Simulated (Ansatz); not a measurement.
Compare A (`N[SiH2]CBO`) with its isomer B (`CB(N)O[SiH3]`).

Computed with Ansatz on PBE0-D4/def2-TZVP structures; ΔE is electronic, products minus reactants. CBS: MP2 limit from def2 TZ/QZ plus the TZ coupled-cluster correction, frozen cores. Functionals use def2-TZVPP. B3LYP here is the variant with VWN-RPA as its local correlation; programs differ in this. Each species was taken in one conformer, which may not be the lowest.

**Question.** Which isomer does CCSD(T)/CBS put lower? Give the gap. (An estimate is asked.)

**Answer.** The calculation gave: B, by 34.4 kcal/mol.

**Question.** Give E(B) − E(A) in kcal/mol with PBE-D4, CCSD/def2-TZVPP, B3LYP-D4, HF/def2-TZVPP, r2SCAN-D4, BLYP-D4, CCSD(T)/def2-TZVPP. (Best estimate.)

**Answer.** Computed: PBE-D4 -32.4, CCSD/def2-TZVPP -35.3, B3LYP-D4 -35.8, HF/def2-TZVPP -39.0, r2SCAN-D4 -34.8, BLYP-D4 -35.1, CCSD(T)/def2-TZVPP -34.7. None reverses the order clearly.

**Question.** Does the order hold for the free energy at 298.15 K (harmonic terms from PBE0-D4)? (Best estimate.)

**Answer.** The calculation gave: Yes: G(B) − G(A) = -34.1 kcal/mol, for one conformer each. Modes under 60 cm⁻¹, often nearly free rotors, make the harmonic entropy too high.

Largest T1 diagnostic: 0.012.

Leaving LDA and LC-ωPBE aside and taking each functional with its dispersion term where it has one, the values, not all of them listed here, spread over 4.9 kcal/mol, from BHLYP-D4 to revPBE-D4. LDA lies −1.7 kcal/mol from PBE without D4. From BLYP to BHLYP (50 % exact exchange), in def2-TZVPP and without D4, E(B) − E(A) moves by −2.4 kcal/mol.
